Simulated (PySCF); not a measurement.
## Cobalt: a sound run and one with changed settings

Sound run: Co²⁺ [Ar] 3d7, Co³⁺ [Ar] 3d6. Computed with PySCF 2.14 in x2c-SVPall (5s3p3d1f, 36 functions), with scalar relativity by spin-free X2C-1e. The sound run starts from symmetry-adapted Hartree-Fock orbitals and uses a fine grid where one is needed.

Changed run: 26 angular points. This setting is unsound on purpose.

| species | method | sound run (hartree) | changed run (hartree) | converged |
| --- | --- | --- | --- | --- |
| Co²⁺ | UHF | -1390.81514 | -1390.81514 | yes |
| Co²⁺ | PBE0 | -1391.85178 | -1391.86805 | yes |
| Co²⁺ | M06-2X | -1392.08303 | -1392.06999 | yes |
| Co³⁺ | UHF | -1389.65902 | -1389.65902 | yes |
| Co³⁺ | PBE0 | -1390.60043 | -1390.60904 | yes |
| Co³⁺ | M06-2X | -1390.84665 | -1390.84058 | yes |

Ionisation energy of Co²⁺:

| method | sound run (eV) | changed run (eV) |
| --- | --- | --- |
| UHF | 31.460 | 31.460 |
| PBE0 | 34.051 | 34.259 |
| M06-2X | 33.644 | 33.454 |

A coarse angular grid integrates products of high-l functions wrongly, so density functionals can shift, and the SCF can exploit the error; Hartree-Fock and MP2 need no grid.

For comparison, NIST gives 33.5 ± 0.06 eV between the lowest levels.
